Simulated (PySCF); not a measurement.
Spinor energies of N⁵⁺ (nitrogen, charge +5)

Start: 1s2. Calculated with PySCF 2.14 in an even-tempered Gaussian basis (17 s from 0.14 bohr⁻², ratio 2.6; 10 p from 0.18 bohr⁻², ratio 2.6; 7 d from 0.19 bohr⁻², ratio 2.8; 3 f from 12 bohr⁻², ratio 2.8): generalised Hartree-Fock with the X2C-1e Hamiltonian and a Gaussian nucleus; spin-orbit coupling (SO) screened by Boettger's factors.

```json
{"spinor shell": "1s1/2", "electrons": "2", "ε, screened SO (eV)": "-552.45", "weight of nominal j (screened SO)": "1.000", "rms radius, screened SO (bohr)": "0.262"}
```

```tsv
quantity	screened SO
E (hartree)	-44.76209
M_J	0
⟨J²⟩	0.000
⟨L²⟩	0.000
⟨S²⟩	0.000
```
